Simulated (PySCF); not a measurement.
# Electron correlation in F²⁺ (fluorine, charge +2)

[He] 2s2 2p2 3d1, one real determinant (an excited configuration). Computed with PySCF 2.14 in dyall-av3z, with scalar relativity by spin-free X2C-1e. Frozen: 1s2; 5 electrons correlated; the 13 highest virtual orbitals of each spin left out.

MP2 pair energies summed by pair of shells (mhartree):

| pair | energy | share (%) |
| --- | --- | --- |
| 2s-3d | -96.37 | 52.4 |
| 2s-2p | -49.76 | 27.0 |
| 2s-2s | -25.17 | 13.7 |
| 2p-2p | -7.84 | 4.3 |
| 2p-3d | -4.87 | 2.6 |

Total MP2 correlation energy: -184.00 mhartree.

Same-spin part -21.94 and opposite-spin part -162.06 mhartree; SCS-MP2 scales them by 1/3 and 6/5 to -201.79 mhartree.

The reference is one real determinant that mixes LS terms of this configuration.
